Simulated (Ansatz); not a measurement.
Molecule: C3H5Cl2, charge -1, multiplicity 1. It need not be the lowest isomer of its formula. Whether it binds its extra electron was not tested at this geometry. 
Geometry from a B3LYP-D3(BJ)/def2-TZVP (Ansatz, an electronic-structure program) optimisation:
SMILES: C(Cl)C[CH-]Cl
```xyz
10

C     -0.1370    -0.5153    -0.9414
C     -1.2599    -0.6073     0.0642
Cl    -2.0537     1.1868     0.0482
C      1.0999     0.2119    -0.4339
Cl     2.1430    -0.8007     0.6866
H      0.1446    -1.5412    -1.2153
H     -0.3872     0.0038    -1.8941
H     -2.0826    -1.1464    -0.4263
H      1.7763     0.5012    -1.2381
H      0.8128     1.0830     0.1491
```
Charge -1, spin multiplicity 1.

Basis-set convergence of Hartree-Fock and CCSD correlation energies (hartree) with Ansatz. Correlated levels leave the core frozen unless marked. Spin-orbit coupling is left out. No relativistic terms. This anion needs diffuse functions, which these sets lack.

```tsv
basis	functions	E(HF)	E(corr, CCSD)
cc-pV(D+d)Z	113	-1035.47015	-0.76302
cc-pV(T+d)Z	238	___	___
```

Task: Some entries are withheld; supply them.

Result: 
- cc-pV(T+d)Z, E(HF): -1035.53574
- cc-pV(T+d)Z, E(corr, CCSD): -0.96269
